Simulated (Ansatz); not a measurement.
Isolated molecules relaxed with PBE0-D4/def2-TZVP in Ansatz; ΔE leaves out vibrations. CBS: MP2 limit from def2 TZ/QZ plus the TZ coupled-cluster correction, frozen cores. DFT in def2-TZVPP. B3LYP here is the variant with VWN-RPA as its local correlation; programs differ in this. Each species was taken in one conformer, which may not be the lowest.

`CC(N)([SiH3])S` + `OC1=CS1` → `[SiH3]OC1=CS1` + `CC(N)S`  (ligand exchange at the Si–C bond)

Problem. Is it downhill or uphill in electronic energy at CCSD(T)/CBS, and by how much? (Best estimate.)

Solution. Ansatz gave: Downhill: ΔE = -95.1 kJ/mol.

Problem. What do these levels give: r2SCAN-D4, PBE0-D4, B3LYP-D4, ωB97M-V, B2PLYP, PBE, r2SCAN, MP2/def2-TZVPP, CCSD/def2-TZVPP, HF/def2-QZVPP, HF/CBS(def2), MP2/CBS(def2)? (Best estimate.)

Solution. Computed: r2SCAN-D4 -89.4, PBE0-D4 -84.1, B3LYP-D4 -95.8, ωB97M-V -91.3, B2PLYP -101.4, PBE -82.0, r2SCAN -90.4, MP2/def2-TZVPP -94.9, CCSD/def2-TZVPP -99.4, HF/def2-QZVPP -125.3, HF/CBS(def2) -125.6, MP2/CBS(def2) -95.0 kJ/mol.

Largest T1 diagnostic among the species: 0.013.

In def2-TZVPP, CCSD(T) changes the Hartree–Fock value by +28.6 kJ/mol (the triples alone add +4.4 kJ/mol) and MP2 by +28.7 kJ/mol. The D4 term adds +7.0 kJ/mol with B3LYP and +3.7 kJ/mol with PBE0; it sums over pairs of atoms, weighted by their polarisabilities, and B3LYP, whose exchange is more repulsive, gets the larger term. From PBE to PBE0 (25 % exact exchange), in def2-TZVPP and without D4, ΔE moves by −5.9 kJ/mol.
